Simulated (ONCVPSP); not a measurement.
# Os (Z = 76), ONCV: configuration errors across variants

```json
{
 "Element": "Os (Z = 76)",
 "Generator": "ONCVPSP 4.0.1",
 "Type": "optimised norm-conserving Vanderbilt (ONCV)",
 "Functional": "LDA (Perdew-Zunger)",
 "Relativity": "scalar-relativistic",
 "Frozen core": "[Kr] 4d10 4f14",
 "Valence charge": "16",
 "Reference configuration": "5s2 5p6 5d7 6s1",
 "Partial waves": "5s+6s: rc 1.80 bohr, ncon 4, nbas 7, qcut 5.3 1/bohr, 2 projectors; 5p: rc 1.50 bohr, ncon 4, nbas 9, qcut 8.6 1/bohr, 2 projectors, debl 2.2 Ha; 5d: rc 1.70 bohr, ncon 3, nbas 6, qcut 5.7 1/bohr, 2 projectors, debl 1.3 Ha",
 "Local potential": "polynomial inside 1.05 bohr (lpopt 4, dvloc0 0 Ha)",
 "Core correction": "none"
}
```

All-electron excitation energies from the reference (eV): (1) 5s2 5p6 5d6 6s2 -0.358; (2) 5s2 5p6 5d6 6s1 9.506; (3) 5s2 5p6 5d6 6s0 26.789.

Errors AE − PS in meV (a dash: test not solved or not reliable):

| change | (1) | (2) | (3) | bound ghosts | GHOST(+) flags above zero |
| --- | --- | --- | --- | --- | --- |
| base | +0.6 | -0.7 | -6.7 | none | s |
| s: qcut 4.1; p: qcut 6.6; d: qcut 4.4 | -1.2 | -3.2 | -11 | none | s, d |
| s: qcut 4.4; p: qcut 7.2; d: qcut 4.8 | -2.5 | -4.5 | -12 | none | s, d |
| s: qcut 5.1; p: qcut 8.3; d: qcut 5.5 | +0.4 | -0.9 | -7.1 | none | s |
| s: qcut 5.6; p: qcut 9.1; d: qcut 6.1 | +0.9 | -0.4 | -6.1 | none | s |
| s: qcut 6.2; p: qcut 10.1; d: qcut 6.7 | +1.4 | -0.1 | -5.6 | none | s |
| s: qcut 6.7; p: qcut 10.9; d: qcut 7.2 | +1.7 | 0.0 | -5.3 | none | s |
| s: qcut 7.2; p: qcut 11.8; d: qcut 7.8 | +2.0 | 0.0 | -5.1 | none | s |
| s: qcut 7.6; p: qcut 12.3; d: qcut 8.1 | +2.2 | 0.0 | -5.0 | none | s |

Q: Give the same row for: s: qcut 3.6; p: qcut 5.8; d: qcut 3.8.

A: -1.7, -4.4, -13; bound ghosts: none; GHOST(+) flags above zero: s.
